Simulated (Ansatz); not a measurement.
The same path of BGaH5N (8 atoms, charge 0, multiplicity 1) was run twice with different band settings. The coordinate that changes most is the dihedral B1–Ga2–N3–H7.

Theory: Ansatz 0.2.0, RKS B3LYP/def2-SVP.

Relaxed end points:

```xyz
8
Properties=species:S:1:pos:R:3
B -0.778 0.889 -1.334
Ga -0.283 0.189 0.568
N 1.030 -1.056 0.827
H -1.639 0.370 -2.006
H -0.251 1.864 -1.818
H -0.958 0.637 1.922
H 1.287 -1.412 1.742
H 1.592 -1.481 0.098
```

```xyz
8
Properties=species:S:1:pos:R:3
B -0.779 0.889 -1.336
Ga -0.281 0.188 0.566
N 1.030 -1.059 0.828
H -1.637 0.368 -2.009
H -0.258 1.870 -1.815
H -0.954 0.641 1.919
H 1.593 -1.487 0.101
H 1.286 -1.411 1.745
```

Common settings: spring 5.0 eV/Å²; optimiser quadratic models (default); start path through a guess of the saddle point; force threshold 0.03 eV/Å; end points relaxed.

| run | movable images | climbing image | iteration limit |
| --- | --- | --- | --- |
| 1 | 5 | yes | 52 |
| 2 | 8 | no | 38 |

(1) What does each run give, and how far can it be trusted?

## Answers

(1) Run 1: converged after 10 iterations, highest image 0.512 eV above the first end. A vibrational analysis at the climbing image gives one clearly imaginary mode, 420i cm⁻¹: a first-order saddle point.
Run 2: converged after 10 iterations, highest image 0.497 eV above the first end. No image climbed, so the highest image needn't sit at the top of the path.
